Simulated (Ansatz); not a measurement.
One change: `NB(N)S` becomes `[NH2][Ga]([NH2])[SH]`.

Ansatz, PBE0-D4/def2-TZVP geometries, multiplicity 1. Each molecule was computed in one conformer, which needn't be the lowest.

Scalar relativity is left out up to krypton.

```csv
property,`NB(N)S`
"ideal-gas entropy at 298 K and 1 bar (rigid rotor, harmonic PBE0-D4/def2-TZVP) / J/(mol·K)",317
HOMO energy (B3LYP/def2-TZVPP) / eV,-6.58
LUMO energy (PBE0/def2-TZVPP) / eV,0.50
HOMO–LUMO gap (PBE0/def2-TZVPP) / eV,7.33
LUMO energy (B3LYP/def2-TZVPP) / eV,0.16
HOMO energy (PBE/def2-TZVPP) / eV,-5.57
```

What does the change do to each property? (An estimate is asked.)

Computed: 
```tsv
property	`[NH2][Ga]([NH2])[SH]`	shift
ideal-gas entropy at 298 K and 1 bar (rigid rotor, harmonic PBE0-D4/def2-TZVP) / J/(mol·K)	364	47
HOMO energy (B3LYP/def2-TZVPP) / eV	-6.81	-0.23
LUMO energy (PBE0/def2-TZVPP) / eV	-0.10	-0.60
HOMO–LUMO gap (PBE0/def2-TZVPP) / eV	6.97	-0.36
LUMO energy (B3LYP/def2-TZVPP) / eV	-0.44	-0.60
HOMO energy (PBE/def2-TZVPP) / eV	-5.64	-0.07
```

With PBE0 the HOMO falls by 0.23 eV and the LUMO falls by 0.60 eV, so the gap narrows by about 0.37 eV. PBE moves the HOMO by -0.07 eV and ωB97M-V by -0.33 eV.

B3LYP here is the variant with VWN-RPA as its local correlation; programs differ in this.
